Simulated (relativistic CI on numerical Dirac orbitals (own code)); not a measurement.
Mn5+: resonant inelastic scattering at the M2,3 edge

Computed with this model: Dirac-Coulomb-Breit CI, KLI orbitals optimised for each configuration, a model potential for QED, valence Slater integrals scaled by 0.9, Kramers-Heisenberg scattering through one core-hole configuration in a parametric crystal field; configurations [Ar] 3d2 → [Ne] 3s2 3p5 3d3; 300 K; core-hole width 0.8 eV; summed over polarisations. Incident energies are the highest absorption maxima for each field (at most a few, so the weaker spin-orbit partner edge can be absent), on the computed scale of the free ion. Intensities are in per cent of the strongest line above 0.02 eV; levels within 1 cm⁻¹ are merged; final levels count from the ground level, the first row holds all elastic scattering, lines under 0.4 are left out and each table stops after 24 rows. The scale of the Slater integrals is a model choice and moves the terms in proportion.

Field parameters in Wybourne normalisation: D4h B²₀ = −7Ds, B⁴₀ = 21(Dq − Dt), B⁴₄ = 21√(5/14) Dq. The field is a parameter set, without covalency.

S is read from ⟨S²⟩ = S(S + 1).

D4h, 10Dq = 23100, Ds = -1500, Dt = 340 cm⁻¹:

| Final level (eV) | Degeneracy | Irrep | S | 60.8 eV | 67.7 eV | 72.4 eV |
| --- | --- | --- | --- | --- | --- | --- |
| 0.000 | 1 | B1 | 1.00 | 159.6 | 576.0 | 48.6 |
| 0.002 | 1 | B2 | 1.00 | 7.8 | 58.0 | 2.7 |
| 0.040 | 2 | E | 1.00 | 6.4 | 14.6 | 0.3 |
| 0.075 | 1 | A1 | 1.00 | 12.8 | 100.0 | 11.2 |
| 0.082 | 1 | A2 | 1.00 | 13.0 | 95.7 | 11.2 |
| 0.702 | 1 | A1 | 1.00 | 4.1 | 19.0 | 3.9 |
| 0.702 | 2 | E | 1.00 | 13.7 | 54.6 | 19.2 |
| 1.915 | 1 | A1 | 0.01 | 0.1 | 1.1 | 0.1 |
| 2.246 | 2 | E | 0.23 | 6.1 | 7.4 | 4.4 |
| 2.383 | 1 | B1 | 1.00 | 8.3 | 10.8 | 9.7 |
| 2.403 | 2 | E | 0.91 | 24.9 | 39.5 | 32.1 |
| 2.699 | 1 | B2 | 0.96 | 17.1 | 15.8 | 17.5 |
| 2.718 | 1 | B1 | 1.00 | 16.1 | 19.4 | 19.0 |
| 2.738 | 2 | E | 0.99 | 10.5 | 18.7 | 13.8 |
| 2.746 | 1 | A2 | 1.00 | 3.9 | 4.4 | 10.7 |
| 2.748 | 1 | A1 | 1.00 | 4.1 | 3.4 | 10.7 |
| 2.998 | 1 | B2 | 0.10 | 0.4 | 12.0 | 1.1 |
| 3.078 | 1 | B1 | 0.01 | 0.2 | 5.5 | 0.1 |
| 4.046 | 1 | A1 | 1.00 | 0.4 | 7.1 | 7.1 |
| 4.048 | 2 | E | 1.00 | 1.7 | 27.7 | 37.5 |
| 4.986 | 1 | B2 | 0.15 | 0.3 | 3.5 | 1.7 |
| 4.989 | 1 | A1 | 0.25 | 0.7 | 1.3 | 7.2 |
| 5.105 | 1 | A2 | 1.00 | 0.6 | 8.8 | 32.3 |
| 5.123 | 1 | A1 | 0.89 | 0.4 | 7.7 | 25.9 |

D4h, 10Dq = 23100, Ds = -860, Dt = 340 cm⁻¹:

```csv
Final level (eV),Degeneracy,Irrep,S,60.8 eV,67.6 eV,72.3 eV
0.000,1,B1,1.00,135.9,479.7,44.1
0.003,1,B2,1.00,5.6,46.7,2.4
0.038,2,E,1.00,5.3,10.7,0.3
0.072,1,A1,1.00,10.8,86.4,10.3
0.080,1,A2,1.00,11.2,82.2,10.3
0.511,2,E,1.00,13.7,57.9,16.1
0.512,1,A1,1.00,3.4,23.6,3.6
2.073,1,A1,0.00,0.1,1.1,0.0
2.235,2,E,0.46,11.2,15.6,9.4
2.312,1,B1,1.00,7.3,8.5,8.6
2.348,2,E,0.77,17.0,26.4,21.4
2.625,1,B2,0.86,12.9,11.2,12.6
2.664,1,B1,1.00,13.3,18.9,16.3
2.684,2,E,0.99,8.9,16.6,12.5
2.692,1,A2,1.00,3.5,4.7,9.6
2.694,1,A1,1.00,3.4,4.3,9.6
2.800,1,B2,0.31,2.1,13.6,3.5
2.850,1,B1,0.01,0.3,3.4,0.1
4.254,1,A1,1.00,0.4,8.9,6.8
4.256,2,E,1.00,1.4,35.0,33.6
4.832,1,A1,0.75,0.8,5.1,22.0
4.867,1,A2,1.00,0.5,8.3,29.6
4.876,1,B2,0.63,0.5,15.1,13.5
4.887,2,E,1.00,0.6,20.4,29.0
```

D4h, 10Dq = 23100, Ds = -210, Dt = 340 cm⁻¹:

```
Final level (eV)  Degeneracy  Irrep     S  60.7 eV  67.6 eV  72.3 eV
           0.000           1     B1  1.00    132.1    455.3     45.0
           0.003           1     B2  1.00      5.1     40.6      2.6
           0.035           2      E  1.00      5.2     15.1      0.4
           0.064           1     A1  1.00      9.3     75.2      8.5
           0.079           1     A2  1.00      9.2     73.2      9.0
           0.311           2      E  1.00     13.1     94.8     13.4
           0.316           1     A1  1.00      3.2     35.2      3.5
           2.203           2      E  0.76     19.0     24.5     18.0
           2.213           1     A1  0.00      0.1      1.3      0.0
           2.241           1     B1  1.00      7.3      9.2      8.6
           2.315           2      E  0.47      7.0     11.0     10.0
           2.489           1     B2  0.47      5.9      4.0      5.2
           2.597           1     B1  0.99     12.2     17.2     15.8
           2.616           2      E  0.99      8.1     16.6     12.9
           2.620           1     B1  0.03      0.3      1.7      0.2
           2.623           1     A2  1.00      3.0      5.1      9.4
           2.625           1     A1  1.00      2.7      5.4      9.5
           2.647           1     B2  0.75      7.5     17.2     10.6
           4.468           1     A1  0.99      0.4      9.5      7.2
           4.476           2      E  1.00      1.0     34.0     26.5
           4.637           1     A1  0.96      0.7      7.7     26.9
           4.643           1     A2  1.00      0.5      8.3     27.9
           4.665           2      E  1.00      0.8     15.7     30.1
           4.677           1     B2  0.97      0.8     20.3     23.6
```

For the first field the strongest loss at the lowest incident energy is the level at 2.40 eV (S = 0.91, against 1.00 in the thermal ground state). Levels of other spin, the first over 8 % at 3.00 eV, appear because spin-orbit coupling of the core hole, and in heavier ions of the valence shell too, mixes spins.
